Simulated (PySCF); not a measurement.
## Static response to an electric field

Compound: CH10OS2Si3.
Cartesian coordinates in Å at the GFN2-xTB level; atoms count from 1:
```xyz
17
CH10OS2Si3 angstrom
Si    -2.050    1.929   -0.341
S     -1.308    0.053   -1.083
C     -0.594   -0.629    0.455
Si    -0.449   -2.534    0.245
O      0.616   -0.034    0.770
Si     1.763    0.458   -0.245
S      3.351    0.796    1.140
H     -3.080    1.605    0.641
H     -0.946    2.648    0.279
H     -2.558    2.573   -1.537
H     -1.292   -0.381    1.262
H      0.269   -2.786   -1.000
H      0.280   -3.025    1.411
H     -1.821   -3.030    0.187
H      1.447    1.720   -0.905
H      2.158   -0.559   -1.213
H      4.208    1.208    0.222
```

Level: PBE0/def2-SVPD (PySCF), static field, nuclei fixed, core orbitals frozen in the response. The polarisability tensor in these axes (au):

```
x   150.65  -4.93  12.29
y    -4.93 146.38  -3.14
z    12.29  -3.14 117.40
```

**Question.** Give the principal values, the mean and the anisotropy Δα = √{½[(α1 − α2)² + (α2 − α3)² + (α1 − α3)²]}.

**Answer.** Principal values 113.28, 143.57 and 157.58 au; mean 138.14 au = 20.47 Å³ = 22.78 × 10⁻⁴⁰ C²·m²/J; Δα = 39.21 au (28 % of the mean).

**Question.** What is the dipole moment, and where does it point?

**Answer.** (-1.38, 0.25, -0.56) D, 1.51 D in size, pointing from the negative to the positive side. Measured along this direction, the outermost atoms are H17 at the negative end and H10 at the positive end.

**Question.** Give the principal axes and the span of the nuclei along them.

**Answer.** Largest value along (0.84, -0.45, 0.29), where the nuclei span 6.83 Å; middle along (0.44, 0.89, 0.10), 6.45 Å; least along (-0.31, 0.04, 0.95), 3.47 Å. The response follows the extents in order.

**Question.** In a dilute gas of rigid molecules at 400 K, how does the orientational term μ²/3kT compare with the electronic polarisability?

**Answer.** In Gaussian units μ²/3kT = 13.70 Å³ against 20.47 Å³, a ratio of 0.67; the Debye molar polarisation (4π/3)N_A(α + μ²/3kT) is 86.2 cm³/mol, leaving out the vibrational part.

**Question.** Give the eigenvalues of the traceless quadrupole moment Θ = ½Σq(3rr − r²1), origin at the centre of nuclear charge.

**Answer.** -13.63, 5.64, 8.00 D·Å. The values depend on the origin, since the dipole doesn't vanish. The electronic extent ⟨r²⟩ about the same centre is 2402 bohr², a root-mean-square distance of 2.62 Å for the 98 electrons.

One conformer (not necessarily the lowest) at the GFN2-xTB geometry, without solvent, vibrations or thermal averaging.

These values come from a run that also computed excited states. The run took 1.8 min wall on Arm Neoverse N1, one thread (shared host), and the process peaked at 1.0 GiB of memory.
